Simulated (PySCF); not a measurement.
# Computed NMR parameters against published values

Molfile (atoms numbered from 1):
```
C6H12O2
     RDKit          3D

 20 19  0  0  0  0  0  0  0  0999 V2000
   -3.0494    0.1242   -0.8118 C   0  0  0  0  0  0  0  0  0  0  0  0
   -1.6000   -0.2987   -0.6085 C   0  0  0  0  0  0  0  0  0  0  0  0
   -1.0875    0.1000    0.7738 C   0  0  0  0  0  0  0  0  0  0  0  0
    0.3253   -0.4176    1.0350 C   0  0  0  0  0  0  0  0  0  0  0  0
    1.3596    0.2866    0.1873 C   0  0  0  0  0  0  0  0  0  0  0  0
    1.2632    1.3938   -0.2691 O   0  0  0  0  0  0  0  0  0  0  0  0
    2.4443   -0.4870    0.0306 O   0  0  0  0  0  0  0  0  0  0  0  0
    3.5234    0.0679   -0.7094 C   0  0  0  0  0  0  0  0  0  0  0  0
   -3.6938   -0.3575   -0.0789 H   0  0  0  0  0  0  0  0  0  0  0  0
   -3.3921   -0.1532   -1.8057 H   0  0  0  0  0  0  0  0  0  0  0  0
   -3.1506    1.2015   -0.7024 H   0  0  0  0  0  0  0  0  0  0  0  0
   -0.9747    0.1715   -1.3690 H   0  0  0  0  0  0  0  0  0  0  0  0
   -1.5179   -1.3821   -0.7282 H   0  0  0  0  0  0  0  0  0  0  0  0
   -1.7585   -0.2975    1.5383 H   0  0  0  0  0  0  0  0  0  0  0  0
   -1.0824    1.1883    0.8545 H   0  0  0  0  0  0  0  0  0  0  0  0
    0.6012   -0.2389    2.0780 H   0  0  0  0  0  0  0  0  0  0  0  0
    0.3978   -1.4904    0.8517 H   0  0  0  0  0  0  0  0  0  0  0  0
    4.4021   -0.5240   -0.4646 H   0  0  0  0  0  0  0  0  0  0  0  0
    3.3131    0.0098   -1.7793 H   0  0  0  0  0  0  0  0  0  0  0  0
    3.6718    1.1140   -0.4349 H   0  0  0  0  0  0  0  0  0  0  0  0
  1  2  1  0
  2  3  1  0
  3  4  1  0
  4  5  1  0
  5  6  2  0
  5  7  1  0
  7  8  1  0
  1  9  1  0
  1 10  1  0
  1 11  1  0
  2 12  1  0
  2 13  1  0
  3 14  1  0
  3 15  1  0
  4 16  1  0
  4 17  1  0
  8 18  1  0
  8 19  1  0
  8 20  1  0
M  END
```

Measured values that the calculation should reproduce: δ ¹H H16/H17 2.31; H14/H15 1.61; H12/H13 1.33; H9/H10/H11 0.92 ppm (measured; solution, not stated per compound (mostly CDCl3 or CCl4); Pretsch, Buehlmann, Badertscher, Structure Determination of Organic Compounds, 4th ed. (2009)).

[PySCF 2.14.0 with density-fitted response routines: structure optimised with GFN2-xTB; shielding tensors at PBE0/pcSseg-1 (GIAO); averaged over atoms made equivalent by symmetry, fast rotation or ring inversion; relativity neglected; a single conformation; gas phase]

Problem. How close does the calculation come?

Solution. 
Reference values: measured (solution, not stated per compound (mostly CDCl3 or CCl4); Pretsch, Buehlmann, Badertscher, Structure Determination of Organic Compounds, 4th ed. (2009)).
```
     atoms  quantity  reference  computed  computed, scaled
   H16/H17      δ ¹H       2.31      2.39              2.34
   H14/H15      δ ¹H       1.61      1.57              1.57
   H12/H13      δ ¹H       1.33      1.22              1.24
H9/H10/H11      δ ¹H       0.92      1.02              1.06
```

Computed shifts are σ(ref) − σ with the named reference compound (TMS for H and C) calculated as an isolated molecule at the same level. The measured values may be among those fitted. Expected solution values come from regression of measured δ (H and C: mostly CDCl3, vs TMS) on computed σ: ¹H: δ = 30.01 − 0.943σ (rms 0.17 ppm, 504 shifts, 0.18 ppm with the 4 outliers that the fit left out). A few per cent of atoms miss by over 2 rms, more outside the fitted compound classes.

Problem. How far are the unscaled ¹H shifts from the references?

Solution. Mean signed difference +0.01 ppm, mean absolute 0.08 ppm over 4 comparisons; the largest is -0.11 ppm at H12/H13 (hydrogen on an sp3 CH2).
